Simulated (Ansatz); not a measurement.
Consider the ligand exchange at the Al–N bond: `[CH3][AlH][N]=C=O` + silanol → `[CH3][AlH][O][SiH3]` + `N=C=O`.

Gas-phase electronic energies from Ansatz, PBE0-D4/def2-TZVP geometries. CCSD(T)/CBS is the MP2 limit (def2-TZVPP, def2-QZVPP) plus CCSD(T) − MP2 in def2-TZVPP, frozen cores. This one scheme is used for every species. Functionals use def2-TZVPP. B3LYP here is the variant with VWN-RPA as its local correlation; programs differ in this. HSE06 is defined as in plane-wave codes. Each species was taken in one conformer, which may not be the lowest.

`[CH3][AlH][N]=C=O`:

Cartesian coordinates in Å:
```
C 1.531 -0.697 0.040
Al 0.258 0.735 0.326
N -1.437 0.446 -0.123
C -2.581 0.271 -0.417
O -3.699 0.097 -0.705
H 2.560 -0.391 0.243
H 1.303 -1.549 0.689
H 1.481 -1.068 -0.988
H 0.583 2.155 0.934
```

`O[SiH3]`:

Cartesian coordinates in Å:
```
O 0.341 1.049 0.653
Si -0.196 -0.339 -0.055
H 0.969 1.584 0.168
H -0.895 -0.065 -1.341
H -1.139 -0.948 0.910
H 0.922 -1.282 -0.334
```

`[CH3][AlH][O][SiH3]`:

```xyz
11

C     0.258    0.564    2.120
Al    0.774    0.925    0.282
O     0.108    0.010   -0.970
Si   -0.658   -1.021   -1.958
H    -0.128   -0.450    2.252
H    -0.531    1.255    2.436
H     1.095    0.709    2.810
H     1.791    2.059   -0.145
H    -1.739   -0.314   -2.697
H    -1.268   -2.140   -1.188
H     0.298   -1.595   -2.943
```

`N=C=O`:

Cartesian coordinates in Å:
```
N 0.034 0.747 0.163
C -0.020 -0.460 0.173
O -0.072 -1.609 0.323
H 0.059 1.322 -0.660
```

| level | ΔE (kJ/mol) | difference from CCSD(T)/CBS |
| --- | --- | --- |
| LDA (SPW92) | -14.4 | -1.0 |
| PBE-D4 | -13.6 | -0.2 |
| revPBE-D4 | -13.1 | 0.3 |
| BLYP-D4 | -17.7 | -4.3 |
| r2SCAN-D4 | -14.9 | -1.5 |
| B97M-V | -15.0 | -1.6 |
| PBE0-D4 | -11.2 | 2.2 |
| B3LYP-D4 | -15.6 | -2.2 |
| r2SCAN0-D4 | -12.5 | 0.9 |
| HSE06-D4 | -11.0 | 2.4 |
| BHLYP-D4 | -14.0 | -0.6 |
| CAM-B3LYP-D4 | -15.9 | -2.5 |
| ωB97X-V | -13.1 | 0.3 |
| ωB97M-V | -13.5 | -0.1 |
| PBE-QIDH | -10.2 | 3.2 |
| PBE | -12.3 | 1.1 |
| revPBE | -11.3 | 2.1 |
| BLYP | -15.5 | -2.1 |
| r2SCAN | -14.5 | -1.1 |
| B3LYP | -13.6 | -0.2 |
| r2SCANh | -13.4 | 0.0 |
| r2SCAN0 | -12.0 | 1.4 |
| HSE06 | -9.7 | 3.7 |
| BHLYP | -11.6 | 1.8 |
| CAM-B3LYP | -14.6 | -1.2 |
| LC-ωPBE | -11.9 | 1.5 |
| RPA@PBE/def2-TZVPP | -16.0 | -2.6 |
| HF/def2-SVP | -4.6 | 8.8 |
| MP2/def2-SVP | -12.4 | 1.0 |
| CCSD/def2-SVP | -12.8 | 0.6 |
| HF/def2-TZVPP | -8.0 | 5.4 |
| MP2/def2-TZVPP | -11.8 | 1.6 |
| CCSD/def2-TZVPP | -12.9 | 0.5 |
| CCSD(T)/def2-TZVPP | -13.6 | -0.2 |
| HF/def2-QZVPP | -9.4 | 4.0 |
| MP2/def2-QZVPP | -12.2 | 1.2 |
| SCS-MP2/def2-QZVPP | -13.3 | 0.1 |
| HF/CBS(def2) | -9.6 | 3.8 |
| MP2/CBS(def2) | -11.5 | 1.9 |
| CCSD/CBS(def2) | -12.6 | 0.8 |
| CCSD(T)/CBS | -13.4 | 0 |

Largest T1 diagnostic among the species: 0.018.

From BLYP to BHLYP (50 % exact exchange), in def2-TZVPP and without D4, ΔE moves by +3.9 kJ/mol. In def2-TZVPP, CCSD(T) changes the Hartree–Fock value by −5.7 kJ/mol (the triples alone add −0.8 kJ/mol) and MP2 by −3.8 kJ/mol.
